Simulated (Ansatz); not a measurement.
`[CH3][SnH]([CH3])[SiH3]` → `[CH3][SnH2][CH2][SiH3]`  (isomerisation)

Calculated with Ansatz (gas phase, PBE0-D4/def2-TZVP geometries, no zero-point term in ΔE). CCSD(T)/CBS adds triple-zeta CCSD(T) − MP2 to the extrapolated MP2 energy (def2 sets, frozen cores). Functionals use def2-TZVPP. Elements past krypton have def2 core potentials. For Sn outer-core shells are correlated without core-valence functions, which leaves a few kJ/mol of doubt a bond. Each species was taken in one conformer, which may not be the lowest.

```json
{"level": "PBE-D4", "ΔE (kJ/mol)": "31.2", "difference from CCSD(T)/CBS": "8.1"}
{"level": "ωB97X-V", "ΔE (kJ/mol)": "21.0", "difference from CCSD(T)/CBS": "-2.1"}
{"level": "PBE", "ΔE (kJ/mol)": "33.2", "difference from CCSD(T)/CBS": "10.1"}
{"level": "PBE0", "ΔE (kJ/mol)": "29.8", "difference from CCSD(T)/CBS": "6.7"}
{"level": "MP2/def2-TZVPP", "ΔE (kJ/mol)": "19.0", "difference from CCSD(T)/CBS": "-4.1"}
{"level": "SCS-MP2/def2-TZVPP", "ΔE (kJ/mol)": "17.8", "difference from CCSD(T)/CBS": "-5.3"}
{"level": "CCSD(T)/def2-TZVPP", "ΔE (kJ/mol)": "20.0", "difference from CCSD(T)/CBS": "-3.1"}
{"level": "HF/def2-QZVPP", "ΔE (kJ/mol)": "17.8", "difference from CCSD(T)/CBS": "-5.3"}
{"level": "SCS-MP2/def2-QZVPP", "ΔE (kJ/mol)": "19.2", "difference from CCSD(T)/CBS": "-3.9"}
{"level": "HF/CBS(def2)", "ΔE (kJ/mol)": "17.7", "difference from CCSD(T)/CBS": "-5.4"}
{"level": "CCSD(T)/CBS", "ΔE (kJ/mol)": "23.1", "difference from CCSD(T)/CBS": "0"}
```

Largest T1 diagnostic among the species: 0.011.

From PBE to PBE0 (25 % exact exchange), in def2-TZVPP and without D4, ΔE moves by −3.4 kJ/mol. The D4 term adds −3.3 kJ/mol with B3LYP and −1.6 kJ/mol with PBE0; it sums over pairs of atoms, weighted by their polarisabilities, and B3LYP, whose exchange is more repulsive, gets the larger term.

B3LYP here is the variant with VWN-RPA as its local correlation; programs differ in this.
